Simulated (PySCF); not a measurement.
Precursor series Zn F-CH3. Gas-phase values, no solvent. One relaxed conformer stands for each flexible species; it need not be the lowest.

Method: PySCF with PBE-D3(BJ)/def2-TZVP // PBE-D3(BJ)/def2-SVP. 

```
species                                HOMO–LUMO gap (eV)  charge on the central atom (meta-Löwdin) (e)
-------------------------------------  ------------------  --------------------------------------------
0 of 2 F replaced by CH3 ([Zn(F)2])                  5.58                                          1.37
1 of 2 F replaced by CH3                       (withheld)                                          1.14
2 of 2 F replaced by CH3 ([Zn(CH3)2])                5.50                                          1.01
```

### Question
Complete the blanks.

### Answer

- 1 of 2 F replaced by CH3, HOMO–LUMO gap (eV): 6.24
